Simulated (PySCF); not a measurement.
The PySCF input:
```python
from pyscf import gto, scf, dft

mol = gto.M(
    atom='''
As    0.00000000    0.00000000    0.00000000
''',
    basis='cc-pvdz',
    spin=3,
    verbose=4,
)

mf = dft.UKS(mol)
mf.xc = 'camb3lyp'
mf.grids.atom_grid = (99, 590)
mf.grids.prune = None
mf.kernel()
```

**Question.** What does this run give for the HOMO energy, total energy, dipole moment?

**Answer.** 
The HOMO energy comes out as -8.15 eV. The total energy is -2235.9037 Eh and the dipole moment is 0.00 D.

These values belong to the state on which the SCF converged, which isn't shown to be the lowest.
